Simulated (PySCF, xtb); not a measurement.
Si(OSiH3)(H)(NHSiH3)2 (H12N2OSi4), SMILES [SiH3]N[SiH](N[SiH3])O[SiH3].

GFN2-xTB (xtb) at its own geometry gives an orbital gap of 5.18 eV and a dipole moment of 0.61 D.

The structure is a stationary point at B3LYP-D3(BJ)/def2-SVP. The values are those of a single conformer.

Task: What does r2SCAN/def2-SVP run with PySCF give? (An estimate is asked for; the answer gives what the named calculation found.)

Result: gap 6.30 eV (levels -6.44 and -0.14 eV), dipole 1.57 D.
